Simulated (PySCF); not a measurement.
# Bond length, frequency and bond energy of CaI⁺ by level of theory

State: ¹Σ⁺ (singlet), closed shell. Set-up: Ca def2-SVP, I def2-SVP with ECP28; scalar-relativistic core potentials (PySCF 2.14). De refers to Ca⁺ + I in their high-spin ground configurations, without counterpoise correction. A positive dipole points towards I; it is taken about the centre of mass and depends on that origin.

```csv
Level,Re (Å),ωe (cm⁻¹),De (eV),μ (D),"CPU s a point (SCF and correlation, without the integrals)"
RHF,2.771,279,2.01,-16.48,0.075
RHF-MP2,2.757,277,2.69,n/a,0.12
RHF-SCS-MP2,2.763,276,2.62,n/a,n/a
RHF-CCSD,2.765,274,2.57,n/a,n/a
RHF-CCSD(T),2.766,273,2.63,n/a,1.5
PBE,2.693,290,3.49,-13.49,0.71
r²SCAN,2.697,295,3.52,-14.32,0.66
PBE0,2.692,294,3.30,-14.28,1.1
B97-3,2.703,293,3.30,-14.51,0.48
M06,2.697,296,n/a,-14.16,0.76
MN15,2.694,293,3.27,-14.55,0.77
CAM-B3LYP,2.693,297,3.10,-14.49,1
```

The bond length runs from 2.692 Å (PBE0) to 2.771 Å (RHF). De spans 2.01 eV (RHF, mean field) to 3.52 eV (r²SCAN, meta-GGA). Correlation at CCSD(T) changes the Hartree–Fock bond energy by +0.62 eV; the triples alone change it by +0.06 eV.

Correlated steps freeze 9 core orbitals. Correlated levels converge slowly with the basis: in double zeta they bind strong bonds too weakly, by up to about 1 eV, and carry superposition errors of some tenths. These are scalar-relativistic numbers at best; spin–orbit coupling would shift them, the dissociation energy most. For an ion De counts to the pair picked by the measured ionisation energies or electron affinities, which need not be the lowest pair at this level. Where the molecule has an RHF reference, its open-shell atoms are computed with UHF.

The whole job (state search and all levels along the bond) took about 1.8 min on 1 thread of Oxide Virtual Turin-like (shared host), peak memory 0.57 GiB.
